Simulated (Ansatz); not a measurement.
C$_{2}$H$_{6}$INSe, singlet, at a GFN2-xTB geometry (all electrons, no relativity); CASSCF(4,5)/STO-3G in Ansatz (a quantum-chemistry and plane-wave program).

The Ansatz input:
Ansatz 0.2 input:
```yaml
crystal:
  periodic: [false, false, false]
  atoms:
    - {symbol: Se, position_ang: [0.70746848, -0.89795446, 0.01663236]}
    - {symbol: I, position_ang: [0.13176932, 1.51629712, 0.34373717]}
    - {symbol: N, position_ang: [-0.91055013, -1.50499632, -0.55976062]}
    - {symbol: C, position_ang: [-1.65013724, -2.36415744, 0.33968295]}
    - {symbol: C, position_ang: [-1.00882201, -1.90126178, -1.94809127]}
    - {symbol: H, position_ang: [-2.70894216, -2.31039812, 0.07834944]}
    - {symbol: H, position_ang: [-1.33314904, -3.41236719, 0.28445689]}
    - {symbol: H, position_ang: [-1.52723412, -2.00659234, 1.36150653]}
    - {symbol: H, position_ang: [-0.65777806, -2.92489039, -2.12480497]}
    - {symbol: H, position_ang: [-2.05530934, -1.83861173, -2.25336551]}
    - {symbol: H, position_ang: [-0.42768350, -1.21294644, -2.56093824]}
basis:
  gaussian:
    orbitals: STO-3G
hamiltonian:
  xc: hf
magnetization: {spin_polarized: false}
correlation: {active_space: {window: {electrons: 4, orbitals: 5}}}
```

The log (banner, timings and long lists left out):

```
Functional definition: HF
774 factors; integrals over basis functions are off by at most 2.9e-5 eV
mean field evaluation 1: about -254596.6295 eV, gradient 1.5e1 eV
mean field evaluation 2: about -254596.8036 eV, gradient 1.5e1 eV
mean field evaluation 4: about -254597.9556 eV, gradient 1.4e0 eV
mean field evaluation 8: about -254597.9741 eV, gradient 1.3e-2 eV
mean field -254597.97405666 eV, -9356.3029738774 hartree, gradient 1.2e-6 eV, S^2 0.000000; 0 other end points of the search recorded, 0 dependent functions left out
reference -254597.97405666 eV, -9356.3029738774 hartree; 56, 56 occupied and 10, 10 virtual orbitals, 774 factors
state -254599.03322461 eV, -9356.3418975815 hartree
2 active orbitals were swapped for others, from the solution at -254598.88330353 eV, -9356.3363880833 hartree to that at -254599.03322461 eV, -9356.3418975815 hartree; typed "places" are swapped only where nearly empty or full, and so, without "given_window_search", are "orbital_numbers", "shells" and a window whose orbitals a file names under [Active]
Total energy: -254599.03322461 eV, -9356.3418975815 hartree
```
